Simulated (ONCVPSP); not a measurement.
**LDA (Perdew-Zunger) ONCV dataset for Mo (Z = 42), fully relativistic all-electron reference.**

| Property | Result |
| --- | --- |
| Element | Mo |
| Generator | ONCVPSP 4.0.1 |
| Type | optimised norm-conserving Vanderbilt (ONCV) |
| Functional | LDA (Perdew-Zunger) |
| Relativity | fully relativistic |
| Frozen core | [Kr] |
| Valence charge | 6 |
| Reference configuration | 4d5 5s1 |
| Partial waves | 5s: rc 3.10 bohr, ncon 4, nbas 7, qcut 1.8 1/bohr, 2 projectors, debl 3.5 Ha; p scattering state at 0.03 Ha: rc 3.20 bohr, ncon 4, nbas 7, qcut 2.6 1/bohr, 2 projectors, debl 0.9 Ha; 4d: rc 2.45 bohr, ncon 3, nbas 7, qcut 5.6 1/bohr, 2 projectors, debl 1.7 Ha; f scattering state at 0.03 Ha: rc 2.85 bohr, ncon 4, nbas 8, qcut 4 1/bohr, 2 projectors, debl 1 Ha |
| Local potential | polynomial inside 2.15 bohr (lpopt 2, dvloc0 0 Ha) |
| Core correction | polynomial model core, fcfact 0.35 |

Open shells are filled in proportion to 2j + 1.

In the p channel the program set the typed energies aside and used 0.050, 0.950 Ha (j = l + 1/2; the other j can differ).

Task: Does the generator finish with these settings?

Result: Yes, a potential is produced and its reference levels are reproduced.

Task: Estimate the cutoffs (Ha) at which the residual kinetic energy of the hardest occupied pseudo-wave falls to 1 and 0.1 mHa per electron.

Result: 12 Ha and 14 Ha.

Task: What does a ghost test show?

Result: No bound ghost flagged; GHOST(+) flagged for p3/2 at 57.7 eV, s at 88.1 eV.

Task: Which valence shell sets the plane-wave cutoff?

Result: 4d: 12 Ha for 1 mHa per electron, against 6 Ha for 5s.

Its largest configuration-test error is -272 meV (4d3 5s0). 1 of 4 tests not solved or not reliable.
